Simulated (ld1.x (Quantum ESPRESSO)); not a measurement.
The numbers below are computed, except where a source is named.
Pseudopotentials across the periodic table

Generated with ld1.x 7.5 (TM, RRKJ, ultrasoft, PAW), atompaw 4.2 or ONCVPSP 4.0.1. The cutoff is in Ry: for ld1.x and atompaw files where the sum of valence levels is converged to 10 mRy in a Bessel basis, for ONCV files where the hardest occupied wave has 1 mHa per electron of residual kinetic energy. The error is the largest all-electron minus pseudo excitation energy over each file’s own four to seven test configurations (ionisations up to +4, promotions, holes and added fractions of an electron), all of which were solved. The labels leave out finer settings (local radius, basis sizes, second energies), which also bear on the numbers. Spin-polarised tests are not counted. The rows are a selection from randomly drawn settings: files with unsolved tests, undetermined cutoffs or missed reference levels are left out.

A true bound ghost makes a file unfit for plane-wave use even where its test errors are small: the radial tests pick states by their node count and pass the ghost by.

| element | potential | cutoff (Ry) | largest error (meV) | bound ghosts |
| --- | --- | --- | --- | --- |
| C | RRKJ, revPBE, scalar-relativistic, rc 1.20/2.25/2.30 (spd), local s, core correction yes, reference 2s1 2p0 | 35 | +2342 | none |
| P | RRKJ, PBE, non-relativistic, rc 1.30/1.70 (sp), local s, core correction no, reference 3s2 3p2.5 | 40 | +249 | none |
| Re | TM, PBEsol, scalar-relativistic, rc 2.10/2.42/1.85 (spd), local p, core correction no, reference 5d5 6s1.5 6p0 | 35 | -430 | s |
| Pt | RRKJ, PBE, scalar-relativistic, rc 2.20/3.85/1.50 (spd), local smoothed, core correction no, reference 5d9 6s1 6p0 | 70 | -155 | s |

Q: Fill in the row for As: TM, PBE, fully relativistic, rc 1.15/1.60/1.45 (spd), local s, core correction yes, reference 4s2 4p3.

A: cutoff 70 Ry, largest error -250 meV, bound ghosts: p3/2, p1/2, d3/2, d5/2.

Q: Fill in the row for Nb: TM, PBE, fully relativistic, rc 1.40/1.60/2.10 (spd), local d, core correction yes, reference 4s2 4p6 4d3.5 5s0 5p0.

A: cutoff 70 Ry, largest error +25 meV, bound ghosts: none.
